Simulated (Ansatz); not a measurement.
Molecule: CaS, charge 0, multiplicity 1. SMILES: [Ca]=[S]
Geometry: optimised at B3LYP-D3(BJ)/def2-TZVP (Ansatz, a program for electronic structure).

Property: size of the dipole moment, in D. Terms: LANL2DZ with its own core potentials from Na on; 6-311+G** with 5d, 6d on Na to Ar in Ansatz; spin-orbit terms left out; non-relativistic; 6-31G* and kin with 6d, 5d where marked. Ab initio and DFT rows: single points at B3LYP-D3(BJ) geometries (Ansatz).

```csv
level,program,size of the dipole moment (D)
PBE/STO-3G,Ansatz,3.32
PBE/3-21G,Ansatz,9.00
PBE/LANL2DZ,Ansatz,8.81
PBE/6-31G*,Ansatz,9.34
PBE/def2-SVP,Ansatz,8.80
PBE/6-31G* with LANL2DZ past Ar,Ansatz,8.93
PBE/6-311+G**,Ansatz,9.92
```

No value to compare with is used here. The 7 habitual levels span 3.32 (PBE/STO-3G) to 9.92 D (PBE/6-311+G**).

The sets are all those run for this method; left out are runs that failed, that the program found above a lower state of the same kind, or whose <S^2> lies over 0.5 above the pure value.
